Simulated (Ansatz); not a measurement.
Reaction (isomerisation): `NCO[SiH2]Cl` → `C[Si](N)(O)Cl`

Computed with Ansatz on PBE0-D4/def2-TZVP structures; ΔE is electronic, products minus reactants. CBS: MP2 limit from def2 TZ/QZ plus the TZ coupled-cluster correction, frozen cores. Functionals use def2-TZVPP. Each species was taken in one conformer, which may not be the lowest.

`NCO[SiH2]Cl`:

```xyz
11

N     1.930   -0.107   -0.920
C     0.929   -0.160    0.076
O    -0.367    0.208   -0.425
Si   -1.761    0.083    0.403
Cl   -1.755    1.307    2.059
H     2.037    0.828   -1.291
H     1.732   -0.738   -1.685
H     0.873   -1.177    0.477
H     1.189    0.526    0.887
H    -2.843    0.523   -0.498
H    -1.964   -1.293    0.917
```

`C[Si](N)(O)Cl`:

Cartesian coordinates in Å:
```
C -0.467 1.067 -0.941
Si 0.328 -0.232 0.106
N -0.844 -1.026 1.037
O 1.445 0.330 1.163
Cl 1.377 -1.484 -1.193
H -1.228 0.631 -1.594
H 0.274 1.557 -1.575
H -0.942 1.821 -0.309
H -0.569 -1.651 1.778
H -1.734 -1.283 0.643
H 2.360 0.270 0.885
```

```json
{"level": "RPA@PBE/def2-TZVPP", "ΔE (kJ/mol)": "-198.7"}
{"level": "SCS-MP2/def2-TZVPP", "ΔE (kJ/mol)": "-214.2"}
```

Problem. What does CCSD(T)/CBS give? (An estimate is asked.)

Solution. The calculation gave: -221.6 kJ/mol. The listed levels differ from it by 22.9, 7.4 kJ/mol.

Largest T1 diagnostic among the species: 0.011.

From PBE to PBE0 (25 % exact exchange), in def2-TZVPP and without D4, ΔE moves by −7.2 kJ/mol. At CCSD(T), def2-SVP lies +46.8 kJ/mol from the extrapolated value and def2-TZVPP +7.1 kJ/mol.
